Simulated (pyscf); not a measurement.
PySCF, gas phase, ωB97X-D3(BJ)/def2-SVP geometries. MP2 and CC: frozen core, UHF for open shells. ΔMP2 is the change of the MP2 total energy from the triple- to the quadruple-zeta basis. Singlets are restricted, triplets unrestricted.

Singlet (Å):
```xyz
9

Si    -2.0596     0.9407     0.0843
Si    -0.0764     0.5082     1.2936
Si     0.7200    -0.6761    -0.5894
H     -2.8422    -0.3184     0.3203
H     -1.8683     1.0986    -1.3905
H     -2.8622     2.0937     0.5900
H      1.8268    -1.6364    -0.3026
H     -0.3385    -1.3836    -1.3739
H      1.2668     0.4334    -1.4399
```

Triplet (Å):
```xyz
9

Si    -2.3561     0.5745    -1.7234
Si    -1.1117    -1.3670    -1.9327
Si     0.5685    -2.0001    -0.4705
H     -1.4705     1.7769    -1.7738
H     -3.1006     0.5878    -0.4280
H     -3.3335     0.6426    -2.8470
H      1.1311    -3.3051    -0.9208
H      1.6605    -0.9805    -0.4468
H      0.0317    -2.1525     0.9156
```

Task: For these two minima of H₃Si–Si:–SiH₃ (SMILES [SiH3][Si][SiH3]), which spin state lies lower at CCSD(T)/def2-TZVPP + ΔMP2(QZVPP), and by how much (electronic energies)?

Result: The singlet, by 9.7 kcal/mol. Zero-point energy shifts E(triplet) − E(singlet) by +0.4 kcal/mol. H₃Si–Si:–SiH₃ [singlet] lies 16.0 kcal/mol over its isomer cyclic H₆Si₃ (SMILES [SiH2]1[SiH2][SiH2]1), and others may lie lower still (electronic energy, ωB97M-D3(BJ)). 

E(triplet) − E(singlet) by level (kcal/mol):

```
level                               gap
--------------------------------  -----
ωB97X-D3(BJ)/def2-TZVP            +11.0
PBE/def2-TZVP                      +6.8
r²SCAN/def2-TZVP                   +1.8
B3LYP-D3(BJ)/def2-TZVP             +9.5
PBE0-D3(BJ)/def2-TZVP              +5.3
M06-2X/def2-TZVP                   +8.0
ωB97M-D3(BJ)/def2-TZVP            +12.9
HF/def2-TZVP                       -8.4
MP2/def2-QZVPP                     +7.2
CCSD/def2-TZVPP                    +7.7
CCSD(T)/def2-TZVPP                 +8.8
CCSD(T)/def2-TZVPP + ΔMP2(QZVPP)   +9.7
```

The triplet is the lowest one reached from the SCF start used. The CCSD(T) − MP2 part came from Ansatz, without density fitting, on the same reference.
